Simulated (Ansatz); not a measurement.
A structure relaxed at r2SCAN-D4/def2-SVP in Ansatz, charge -1, singlet:

```xyz
60

Ge    0.011    0.848   -4.778
Ge   -1.887   -2.743   -3.131
Ge    0.114    3.952   -2.618
Ge   -1.348    3.841    1.478
Al   -3.551   -2.776    0.548
Ge   -3.049    0.586    2.748
Ge   -1.638    0.580   -1.030
Ge    1.648   -1.495   -1.866
Ge    1.892    1.825    0.402
Ge    0.212   -1.523    1.811
Ge    0.013   -4.760   -0.264
Ge    0.491    1.725    4.189
Ge    4.125   -0.573    2.806
Ge   -1.239    1.965   -3.008
Ge   -3.058   -1.374   -1.479
Ge    1.988   -0.315   -3.968
Ge    0.286   -3.468   -2.305
Ge   -2.664    1.927    0.740
Ge    2.169    3.403   -1.437
Ge    0.848    3.086    2.209
Ge   -4.529   -1.305    2.312
Ge   -1.257   -3.435    1.343
Ge   -0.869   -0.182    3.541
Ge    0.538   -0.127   -0.177
Ge    4.125    1.085    1.030
Ge    2.413   -2.279    2.538
H     0.482    1.937   -5.775
H    -0.872   -0.127   -5.578
H    -2.720   -4.025   -3.391
H    -1.692   -2.084   -4.519
H     0.500    4.564   -3.986
H    -0.650    5.044   -1.847
H    -2.064    4.481    2.693
H    -1.205    4.956    0.419
H    -4.436   -4.067    0.168
H    -3.570    1.589    3.817
H     3.047   -1.916   -1.343
H    -0.741   -6.061   -0.639
H     1.412   -5.202    0.231
H    -0.240    2.587    5.245
H     1.840    1.305    4.813
H     3.944    0.160    4.150
H     5.524   -1.235    2.858
H    -2.588    2.429   -3.614
H    -4.249   -0.758   -2.270
H     2.429   -1.332   -5.048
H     3.134    0.711   -3.843
H     1.016   -4.291   -3.400
H    -4.025    2.466    0.225
H     2.801    4.698   -0.873
H     3.178    2.838   -2.460
H     1.749    4.306    2.533
H    -5.892   -0.623    2.006
H    -4.732   -1.932    3.720
H    -1.155   -4.244    2.671
H    -1.068   -1.083    4.787
H     4.804    0.476   -0.217
H     4.991    2.295    1.455
H     2.965   -3.284    1.503
H     2.301   -3.047    3.876
```

(1) Give its formula.

(2) Summarise the bond lengths by kind (pairs closer than 1.2 times the sum of covalent radii, bridged metal pairs left out).

Results:

(1) AlGe₂₅H₃₄⁻, a doped nanocrystal cut from the lattice of germanium (Al on a surface site).

(2) 32 × Ge–Ge 2.43 to 2.46 Å; 3 × Al–Ge 2.50 to 2.52 Å; 33 × Ge–H 1.54 to 1.56 Å; 1 × Al–H 1.61 Å.

Single mean-field runs in def2-SVP are fitted with def2-universal-jkfit.
